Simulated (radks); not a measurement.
The mean radii <r> (bohr) of the occupied orbitals of an atom or ion are listed with their occupations. All-electron calculation, Dirac Kohn-Sham, PBE, spin-unpolarised, spherical densities, finite nucleus; Fermi nuclear charge, rms radius of each element as measured or else 0.836 A^(1/3) + 0.57 fm. Program: a radial shooting solver on a logarithmic mesh with Libxc functionals.

orbital  occ.      <r>
1s1/2       2  0.08570
2s1/2       2   0.4111
2p1/2       2   0.3711
2p3/2       4   0.3734
3s1/2       2    1.186

Name the element and its charge. Open shells, if any, are shared by 2j + 1.

Answer. Z = 18, argon, charge +6: Ar6+ in [Ne] 3s2. The 1s radius gives Z: for a bare nucleus <r> = (2 gamma + 1)/(2Z) with gamma = sqrt(1 - (Z/c)^2), 0.08285 bohr for Z = 18, and screening makes it slightly larger (0.08570 here). The occupations add up to 12, and the charge is Z minus that.
